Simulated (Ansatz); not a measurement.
Consider the cleavage of the Si–Si bond: `F[SiH]([SiH3])O[SiH3]` + `C[CH2][AlH][OH]` → `C[CH2][AlH][O][SiH3]` + `F[SiH2]O[SiH3]`.

Isolated molecules relaxed with PBE0-D4/def2-TZVP in Ansatz; ΔE leaves out vibrations. CCSD(T)/CBS adds triple-zeta CCSD(T) − MP2 to the extrapolated MP2 energy (def2 sets, frozen cores). Functionals use def2-TZVPP. B3LYP here is the variant with VWN-RPA as its local correlation; programs differ in this. HSE06 is defined as in plane-wave codes. Each species was taken in one conformer, which may not be the lowest.

`F[SiH]([SiH3])O[SiH3]`:

Z-matrix (Å, degrees):
```
Si
Si 1 2.346
O 1 1.623 2 111.3
F 1 1.601 2 108.0 3 -119.2
H 1 1.482 2 114.4 3 122.2
H 2 1.488 1 109.4 3 -59.1
H 2 1.487 1 110.0 3 -178.8
H 2 1.487 1 110.3 3 60.7
Si 3 1.640 1 148.0 2 -40.3
H 9 1.487 3 109.7 1 29.9
H 9 1.483 3 109.7 1 -90.5
H 9 1.482 3 108.2 1 149.5
```

`C[CH2][AlH][OH]`:

```xyz
11

C    -0.300   -1.337   -0.279
C     0.039   -0.349    0.837
Al    0.332    1.507    0.291
O     0.220    1.972   -1.342
H     0.494   -1.389   -1.029
H    -0.449   -2.354    0.098
H    -1.217   -1.054   -0.805
H     0.936   -0.681    1.378
H    -0.751   -0.351    1.599
H     0.682    2.678    1.296
H     0.014    1.359   -2.045
```

`C[CH2][AlH][O][SiH3]`:

```xyz
14

C     1.030    1.089   -1.155
C     1.731    0.594    0.109
Al    0.662   -0.515    1.307
O    -0.934   -0.880    0.892
Si   -2.388   -1.037    0.192
H     1.690    1.701   -1.778
H     0.152    1.696   -0.920
H     0.678    0.260   -1.774
H     2.111    1.443    0.694
H     2.633    0.024   -0.151
H     1.195   -1.111    2.674
H    -2.389   -0.435   -1.170
H    -3.426   -0.354    1.010
H    -2.745   -2.476    0.069
```

`F[SiH2]O[SiH3]`:

```xyz
9

F    -1.254   -0.874   -1.913
Si    0.216   -0.426   -1.489
O     0.315   -0.346    0.122
Si   -0.128    0.387    1.521
H     1.157   -1.457   -1.970
H     0.454    0.906   -2.090
H     0.986    0.243    2.489
H    -1.349   -0.262    2.057
H    -0.397    1.828    1.275
```

```json
{"level": "LDA (SPW92)", "ΔE (kJ/mol)": "-92.7", "difference from CCSD(T)/CBS": "28.6"}
{"level": "PBE-D4", "ΔE (kJ/mol)": "-90.7", "difference from CCSD(T)/CBS": "30.6"}
{"level": "revPBE-D4", "ΔE (kJ/mol)": "-91.1", "difference from CCSD(T)/CBS": "30.2"}
{"level": "BLYP-D4", "ΔE (kJ/mol)": "-110.3", "difference from CCSD(T)/CBS": "11.0"}
{"level": "r2SCAN-D4", "ΔE (kJ/mol)": "-113.4", "difference from CCSD(T)/CBS": "7.9"}
{"level": "PBE0-D4", "ΔE (kJ/mol)": "-102.5", "difference from CCSD(T)/CBS": "18.8"}
{"level": "B3LYP-D4", "ΔE (kJ/mol)": "-118.8", "difference from CCSD(T)/CBS": "2.5"}
{"level": "r2SCANh-D4", "ΔE (kJ/mol)": "-115.7", "difference from CCSD(T)/CBS": "5.6"}
{"level": "r2SCAN0-D4", "ΔE (kJ/mol)": "-119.1", "difference from CCSD(T)/CBS": "2.2"}
{"level": "HSE06-D4", "ΔE (kJ/mol)": "-102.4", "difference from CCSD(T)/CBS": "18.9"}
{"level": "CAM-B3LYP-D4", "ΔE (kJ/mol)": "-126.1", "difference from CCSD(T)/CBS": "-4.8"}
{"level": "ωB97X-V", "ΔE (kJ/mol)": "-117.3", "difference from CCSD(T)/CBS": "4.0"}
{"level": "ωB97M-V", "ΔE (kJ/mol)": "-122.2", "difference from CCSD(T)/CBS": "-0.9"}
{"level": "B2PLYP", "ΔE (kJ/mol)": "-126.5", "difference from CCSD(T)/CBS": "-5.2"}
{"level": "PBE-QIDH", "ΔE (kJ/mol)": "-119.3", "difference from CCSD(T)/CBS": "2.0"}
{"level": "PBE", "ΔE (kJ/mol)": "-92.1", "difference from CCSD(T)/CBS": "29.2"}
{"level": "revPBE", "ΔE (kJ/mol)": "-92.0", "difference from CCSD(T)/CBS": "29.3"}
{"level": "BLYP", "ΔE (kJ/mol)": "-113.1", "difference from CCSD(T)/CBS": "8.2"}
{"level": "r2SCAN", "ΔE (kJ/mol)": "-113.6", "difference from CCSD(T)/CBS": "7.7"}
{"level": "PBE0", "ΔE (kJ/mol)": "-103.9", "difference from CCSD(T)/CBS": "17.4"}
{"level": "B3LYP", "ΔE (kJ/mol)": "-121.3", "difference from CCSD(T)/CBS": "0.0"}
{"level": "r2SCANh", "ΔE (kJ/mol)": "-116.0", "difference from CCSD(T)/CBS": "5.3"}
{"level": "r2SCAN0", "ΔE (kJ/mol)": "-119.4", "difference from CCSD(T)/CBS": "1.9"}
{"level": "HSE06", "ΔE (kJ/mol)": "-103.7", "difference from CCSD(T)/CBS": "17.6"}
{"level": "BHLYP", "ΔE (kJ/mol)": "-135.7", "difference from CCSD(T)/CBS": "-14.4"}
{"level": "CAM-B3LYP", "ΔE (kJ/mol)": "-127.6", "difference from CCSD(T)/CBS": "-6.3"}
{"level": "LC-ωPBE", "ΔE (kJ/mol)": "-111.8", "difference from CCSD(T)/CBS": "9.5"}
{"level": "RPA@PBE/def2-TZVPP", "ΔE (kJ/mol)": "-123.8", "difference from CCSD(T)/CBS": "-2.5"}
{"level": "HF/def2-SVP", "ΔE (kJ/mol)": "-147.5", "difference from CCSD(T)/CBS": "-26.2"}
{"level": "CCSD/def2-SVP", "ΔE (kJ/mol)": "-123.9", "difference from CCSD(T)/CBS": "-2.6"}
{"level": "CCSD(T)/def2-SVP", "ΔE (kJ/mol)": "-120.6", "difference from CCSD(T)/CBS": "0.7"}
{"level": "HF/def2-TZVPP", "ΔE (kJ/mol)": "-154.0", "difference from CCSD(T)/CBS": "-32.7"}
{"level": "MP2/def2-TZVPP", "ΔE (kJ/mol)": "-131.0", "difference from CCSD(T)/CBS": "-9.7"}
{"level": "SCS-MP2/def2-TZVPP", "ΔE (kJ/mol)": "-136.1", "difference from CCSD(T)/CBS": "-14.8"}
{"level": "CCSD(T)/def2-TZVPP", "ΔE (kJ/mol)": "-122.7", "difference from CCSD(T)/CBS": "-1.4"}
{"level": "MP2/def2-QZVPP", "ΔE (kJ/mol)": "-131.1", "difference from CCSD(T)/CBS": "-9.8"}
{"level": "SCS-MP2/def2-QZVPP", "ΔE (kJ/mol)": "-136.0", "difference from CCSD(T)/CBS": "-14.7"}
{"level": "HF/CBS(def2)", "ΔE (kJ/mol)": "-156.9", "difference from CCSD(T)/CBS": "-35.6"}
{"level": "MP2/CBS(def2)", "ΔE (kJ/mol)": "-129.6", "difference from CCSD(T)/CBS": "-8.3"}
{"level": "CCSD/CBS(def2)", "ΔE (kJ/mol)": "-125.8", "difference from CCSD(T)/CBS": "-4.5"}
{"level": "CCSD(T)/CBS", "ΔE (kJ/mol)": "-121.3", "difference from CCSD(T)/CBS": "0"}
```

Largest T1 diagnostic among the species: 0.013.

Leaving LDA and LC-ωPBE aside and taking each functional with its dispersion term where it has one, the values, not all of them listed here, spread over 42.3 kJ/mol, from BHLYP-D4 to PBE-D4. From PBE to PBE0 (25 % exact exchange), in def2-TZVPP and without D4, ΔE moves by −11.8 kJ/mol. In def2-TZVPP, CCSD(T) changes the Hartree–Fock value by +31.4 kJ/mol (the triples alone add +4.5 kJ/mol) and MP2 by +23.0 kJ/mol.
